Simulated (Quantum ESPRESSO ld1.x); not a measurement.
The numbers below are computed, except where a source is named.
Species: Cr5+. Configuration: [Ar] 3d1. Level of theory: Dirac Kohn-Sham, PBEsol, spin-unpolarised, spherical densities, point nucleus; open shells are shared between the two j in proportion to 2j + 1 (ld1.x of Quantum ESPRESSO 7.5).

Radial electron density D(r) = 4 pi r^2 rho(r):

| r (bohr) | D(r) (e/bohr) |
|---|---|
| 0.005332 | 2.769 |
| 0.006778 | 4.144 |
| 0.008548 | 6.012 |
| 0.01078 | 8.531 |
| 0.0137 | 11.90 |
| 0.01728 | 15.84 |
| 0.0218 | 20.19 |
| 0.02771 | 24.51 |
| 0.03494 | 27.63 |
| 0.04407 | 28.83 |
| 0.05602 | 27.60 |
| 0.07065 | 24.79 |
| 0.08909 | 22.42 |
| 0.1133 | 22.88 |
| 0.1428 | 26.63 |
| 0.1801 | 30.81 |
| 0.229 | 30.67 |
| 0.2888 | 24.17 |
| 0.3642 | 15.15 |
| 0.463 | 9.849 |
| 0.5839 | 10.48 |
| 0.7363 | 12.16 |
| 0.9361 | 10.27 |
| 1.181 | 5.791 |
| 1.489 | 2.103 |
| 1.893 | 0.4458 |
| 2.387 | 0.05858 |
| 3.01 | 0.004353 |

D(r) has 3 maxima, at r = 0.0441, 0.203, 0.748 bohr, and minima at 0.0981, 0.498 bohr, inside which lie 2.13, 10.44 electrons.
